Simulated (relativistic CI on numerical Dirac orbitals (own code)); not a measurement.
## Line list: Electric-dipole lines, Bi⁸⁺

Computed by Dirac-Coulomb-Breit CI, orbitals from a KLI potential per configuration, model QED, unscaled Slater integrals (own radial code, finite nucleus).

Configurations in the expansion (outside the closed core [Kr] 4d10 4f14): 5s2 5p6 5d7, 5s2 5p6 5d6 6s, 5s2 5p6 5d6 5f, 5s2 5p5 5d8, 5s2 5p6 5d6 6p, 5s2 5p6 5d6 5g, 5s2 5p6 5d5 6s 6p, 5s2 5p6 5d5 5f 6s, 5s2 5p6 5d6 6d, 5s2 5p6 5d6 7s, 5s 5p6 5d8, 5s2 5p5 5d7 5f, 5s2 5p6 5d6 7p, 5s2 5p6 5d6 6f, 5s2 5p6 5d6 8s, 5s2 5p5 5d7 5g, 5s2 5p5 5d7 6s, 5s2 5p6 5d6 8p, 5s2 5p6 5d6 7f, 5s 5p6 5d7 5f, 5s2 5p6 5d5 6s2, 5s2 5p6 5d4 5f 6s2, 5s2 5p6 5d4 6s2 6p, 5s2 5p6 5d4 5g 6s2, 5s2 5p6 5d4 6s2 6d, 5p6 5d9, 5p5 5d10. Double excitations out of closed p, d and f shells are left out; levels of such configurations are missing from the list, as are those of other unlisted configurations, and high levels can miss mixing partners. These lack a partner that the ground configuration has and come out too high: 5s2 5p5 5d7 5f, 5s2 5p5 5d7 5g, 5s2 5p5 5d7 6s.

```csv
λ vac (Å),Lower,Upper,A (s⁻¹),E lower (cm⁻¹),E upper (cm⁻¹)
182.95,5s2 5p6 5d7 4F_9/2 [1],5s2 5p6 5d6 5f 4F°_9/2 [307],1.26e+10,0,546587
226.72,5s2 5p6 5d7 2H_11/2 [9],5s2 5p6 5d6 6p 2G°_9/2 [197],1.72e+10,45919,486989
227.52,5s2 5p6 5d7 4F_9/2 [1],5s2 5p6 5d6 6p 4F°_9/2 [127],8.70e+09,0,439513
231.58,5s2 5p6 5d7 2G_9/2 [6],5s2 5p6 5d6 6p 4D°_7/2 [167],2.33e+10,36068,467889
231.68,5s2 5p6 5d7 4F_9/2 [1],5s2 5p6 5d6 6p 4D°_7/2 [116],1.23e+10,0,431623
234.14,5s2 5p6 5d7 4F_7/2 [4],5s2 5p6 5d6 6p 4F°_7/2 [142],1.74e+10,23469,450569
234.99,5s2 5p6 5d7 4F_9/2 [1],5s2 5p6 5d6 6p 4D°_7/2 [107],1.81e+10,0,425543
235.85,5s2 5p6 5d7 2H_9/2 [15],5s2 5p6 5d6 6p 2I°_11/2 [214],1.50e+10,70992,494992
235.99,5s2 5p6 5d7 4F_7/2 [4],5s2 5p6 5d6 6p 4D°_5/2 [138],2.87e+10,23469,447217
237.23,5s2 5p6 5d7 2G_9/2 [6],5s2 5p6 5d6 6p 2G°_9/2 [154],1.55e+10,36068,457600
237.57,5s2 5p6 5d7 2H_9/2 [15],5s2 5p6 5d6 6p 2G°_9/2 [206],2.46e+10,70992,491918
237.88,5s2 5p6 5d7 2P_3/2 [2],5s2 5p6 5d6 6p 2P°_3/2 [125],2.01e+10,16869,437245
238.05,5s2 5p6 5d7 2H_11/2 [9],5s2 5p6 5d6 6p 2H°_11/2 [161],3.18e+10,45919,466005
238.12,5s2 5p6 5d7 2G_7/2 [10],5s2 5p6 5d6 6p 4D°_7/2 [170],1.82e+10,50200,470155
238.61,5s2 5p6 5d7 4F_5/2 [3],5s2 5p6 5d6 6p 2D°_5/2 [128],1.58e+10,21558,440645
238.84,5s2 5p6 5d7 4F_9/2 [1],5s2 5p6 5d6 6p 4F°_9/2 [102],2.25e+10,0,418688
240.36,5s2 5p6 5d7 4F_7/2 [4],5s2 5p6 5d6 6p 4F°_9/2 [127],1.21e+10,23469,439513
242.93,5s2 5p6 5d7 4F_9/2 [1],5s2 5p6 5d6 6p 4G°_11/2 [96],1.71e+10,0,411643
243.82,5s2 5p6 5d7 2G_9/2 [6],5s2 5p6 5d6 6p 2H°_11/2 [135],8.92e+09,36068,446204
244.82,5s2 5p6 5d7 4F_9/2 [1],5s2 5p6 5d6 6p 4F°_9/2 [94],6.93e+09,0,408464
249.82,5s2 5p6 5d7 2H_11/2 [9],5s2 5p6 5d6 6p 2H°_11/2 [135],1.03e+10,45919,446204
604.27,5s2 5p6 5d6 6s 6D_9/2 [20],5s2 5p6 5d6 6p 6F°_11/2 [103],6.67e+09,253785,419274
617.95,5s2 5p6 5d6 6s 6D_5/2 [22],5s2 5p6 5d6 6p 4D°_7/2 [112],4.68e+09,266175,428001
618.63,5s2 5p6 5d6 6s 4G_9/2 [26],5s2 5p6 5d6 6p 2H°_11/2 [140],5.42e+09,287176,448823
621.68,5s2 5p6 5d6 6s 2H_11/2 [35],5s2 5p6 5d6 6p 2H°_11/2 [161],4.39e+09,305150,466005
624.11,5s2 5p6 5d6 6s 4G_9/2 [42],5s2 5p6 5d6 6p 4H°_11/2 [177],5.28e+09,317328,477556
627.15,5s2 5p6 5d6 6s 4H_13/2 [31],5s2 5p6 5d6 6p 4I°_15/2 [147],6.39e+09,295809,455260
630.41,5s2 5p6 5d6 6s 4H_11/2 [49],5s2 5p6 5d6 6p 4H°_13/2 [188],5.71e+09,324580,483207
631.10,5s2 5p6 5d6 6s 4F_9/2 [48],5s2 5p6 5d6 6p 4G°_11/2 [183],5.26e+09,322460,480915
638.30,5s2 5p6 5d6 6s 2I_13/2 [54],5s2 5p6 5d6 6p 2K°_15/2 [200],6.05e+09,332296,488963
```

Terms are leading LS components. Brackets give the number of a level in order of energy, since labels repeat. The list gives strong lines, with weight on those to low levels, without lines whose two gauges differ by over a factor of 2.5, among the lowest 400 of 8099 levels, so that lines to higher ones, which can be the strongest, are missing. Levels whose partners in the same complex of configurations lie outside the list can be far off, and so can their lines. Rates are taken at the computed energies, electric ones in the length gauge.

At this charge configurations can still be misplaced by up to about 7 % of their energy. Terms inside the open d or f shell come out 10 to 20 % too wide with unscaled integrals. Levels and lines within the n = 5 or 6 shells can be off by up to 10 % or somewhat more, and those that change n by about 2 %, since core polarisation is missing.

LS names give the leading component of a level, which can be under half, so a name can repeat, a term be missing and a line seem to break the LS rules.
